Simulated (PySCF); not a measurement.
A PySCF script (with the pyscf-properties extension) for the NMR shieldings of SMILES Cl[SiH]1P[SiH2]P[SiH2]P1, ClH8P3Si3, on a GFN2-xTB geometry:

```python
import basis_set_exchange as bse
import numpy as np
from pyscf import gto, dft
from pyscf.prop import nmr

atoms = """
Cl    0.272357    1.704385    2.543133
Si    0.944869    1.693406    0.633367
P     2.241383   -0.132255    0.380242
Si    0.758585   -1.813401    0.624238
P    -1.012739   -1.878222   -0.761990
Si   -2.020719    0.101852   -0.406980
P    -0.836665    1.996049   -0.713159
H     1.815132    2.858778    0.450787
H     2.197282   -0.096154   -1.003451
H     1.514792   -3.044650    0.378398
H     0.257244   -1.766778    1.998673
H    -0.317208   -1.477280   -1.890520
H    -2.519633    0.109645    0.968985
H    -3.123086    0.180621   -1.370039
H    -0.176008    1.571993   -1.853595
"""
names = dict.fromkeys(["Cl", "Si", "P", "H"], "pcSseg-1")
basis = {el: gto.basis.parse(bse.get_basis(n, elements=[el], fmt="nwchem")) for el, n in names.items()}
mol = gto.M(atom=atoms, basis=basis, charge=0, verbose=0)
mf = dft.RKS(mol, xc="PBE0")
mf.grids.level = 2
mf.grids.alignment = dft.numint.BLKSIZE   # the property module wants whole blocks of grid points
mf.conv_tol = 1e-9
mf.kernel()

calc = nmr.RKS(mf)   # GIAO
C = mf.mo_coeff
Co = C[:, mf.mo_occ > 0]
resp = mf.gen_response(singlet=True, hermi=2)
def vind(x):   # induced exchange potential for any number of trial vectors
    d = np.einsum("pi,xij,qj->xpq", C, 2 * x.reshape(-1, C.shape[1], Co.shape[1]), Co, optimize=True)
    return np.einsum("xpq,pi,qj->xij", resp(d - d.transpose(0, 2, 1)), C, Co, optimize=True).ravel()
mo1, _ = nmr.rhf.solve_mo1(calc, with_cphf=vind)
sigma = calc.kernel(mo1)
for i, s in enumerate(sigma):   # ppm
    w = np.linalg.eigvalsh((s + s.T) / 2)
    print("%2d %-2s iso %8.1f  s11 %8.1f  s22 %8.1f  s33 %8.1f" % (i, mol.atom_pure_symbol(i), w.mean(), *w))
```

Task: Give the expected output.

Result: 
```
 0 Cl iso    985.5  s11    888.8  s22   1025.6  s33   1042.1
 1 Si iso    338.4  s11    290.1  s22    343.0  s33    382.1
 2 P  iso    565.3  s11    491.4  s22    505.2  s33    699.5
 3 Si iso    412.3  s11    362.9  s22    429.8  s33    444.2
 4 P  iso    584.2  s11    503.5  s22    539.2  s33    710.0
 5 Si iso    411.7  s11    359.7  s22    430.6  s33    444.7
 6 P  iso    566.2  s11    493.3  s22    508.5  s33    696.8
 7 H  iso     25.6  s11     22.5  s22     22.7  s33     31.4
 8 H  iso     31.0  s11     27.1  s22     27.9  s33     38.1
 9 H  iso     27.0  s11     21.7  s22     25.3  s33     33.9
10 H  iso     26.8  s11     23.8  s22     25.7  s33     31.0
11 H  iso     31.0  s11     27.5  s22     27.6  s33     38.0
12 H  iso     26.8  s11     23.8  s22     25.5  s33     31.1
13 H  iso     26.9  s11     21.7  s22     25.3  s33     33.9
14 H  iso     31.0  s11     27.1  s22     27.9  s33     38.1
```

These numbers come from an equivalent density-fitted implementation of the same equations, which agrees with the script to about 0.01 ppm for H and up to a few tenths of a ppm for heavy atoms, so last digits may differ.

Size and cost of the density-fitted run: 208 basis functions, 45 s wall time on 1 thread of an Arm Neoverse V1, shared host.
